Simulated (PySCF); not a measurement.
CuF, SMILES [F][Cu], multiplicity 1. Geometry: PBE-D3(BJ)/def2-TZVPD. The spin state was assumed, not searched.

Computed equilibrium geometry at PBE-D3(BJ)/def2-TZVPD (PySCF confirms it by a frequency run) as bond lengths and angles, and its point group:
point group C∞v.
Atoms: Cu1 F2. Bond lengths (Å): Cu1–F2 1.761.
